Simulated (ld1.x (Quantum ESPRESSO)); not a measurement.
Before and after: TM potential for cobalt (Co)

ld1.x (Quantum ESPRESSO) 7.5 input, shortened:

```
&input
   title='Co', zed=27., rel=1, dft='PBESOL', iswitch=3,
   config='[Ar] 3d8 4s1 4p0'
 /
 &inputp
   pseudotype=2, tm=.true., lloc=0,
   nlcc=.true., new_core_ps=.true., rcore=0.60
 /
3
4P  2  1   0.00   0.00  2.90  2.90  0.0
3D  3  2   8.00   0.00  1.10  1.10  0.0
4S  1  0   1.00   0.00  2.05  2.05  0.0
 &test
   configts(1)='3d8 4s1 4p0'
 /
```

Change: wave 3d (bound): rc 1.10 bohr becomes 3d (bound): rc 1.40 bohr.

Cutoffs: the cutoffs (Ry, on a coarse ladder) from which the occupation-weighted sum of valence levels, in a spherical-Bessel basis at the reference potential, stays within 10 and 1 mRy of its value at 400 Ry; they do not see the model core or the augmentation charge, which bear on the density cutoff. Errors are all-electron minus pseudo energies relative to the spin-unpolarised reference configuration.

Problem. What does the change do?

Solution. The potential gets softer (180 Ry and 300 Ry → 140 Ry and 230 Ry); the errors of the 7 common tests hardly move; neither file shows a bound ghost. A larger radius leaves more room for a smooth pseudo-wave, so fewer plane waves are needed.

| quantity | base | changed |
| --- | --- | --- |
| cutoff, loose | 180 Ry | 140 Ry |
| cutoff, tight | 300 Ry | 230 Ry |
| loose cutoff by channel (10 mRy a level) | d 160 Ry, s 8 Ry | d 110 Ry, s 8 Ry |
| bound ghosts | none | none |
| error for 3d7 4s2 4p0, meV [ΔE 1.21 eV] | -276 | -254 |
| error for 3d7 4s1 4p0, meV [ΔE 10.26 eV] | -221 | -208 |
| error for 3d7 4s0 4p0, meV [ΔE 26.96 eV] | -214 | -210 |
| error for 3d6 4s2 4p1, meV [ΔE 10.91 eV] | -1477 | -1338 |
| error for 3d7 4s1.5 4p0, meV [ΔE 4.83 eV] | -247 | -229 |
| error for 3d6 4s0 4p0, meV [ΔE 62.79 eV] | -1458 | -1369 |
| error for 3d7 4s1 4p1, meV [ΔE 5.60 eV] | -262 | -246 |
| s: phases at 3.15 bohr within 0.05 rad from the reference energy up to (Ry; the scan ends near 5) | 1.9 | 1.9 |
| p: phases at 3.15 bohr within 0.05 rad from the reference energy up to (Ry; the scan ends near 5) | 3.0 | 3.0 |
| d: phases at 3.15 bohr within 0.05 rad from the reference energy up to (Ry; the scan ends near 5) | 0.6 | 0.6 |
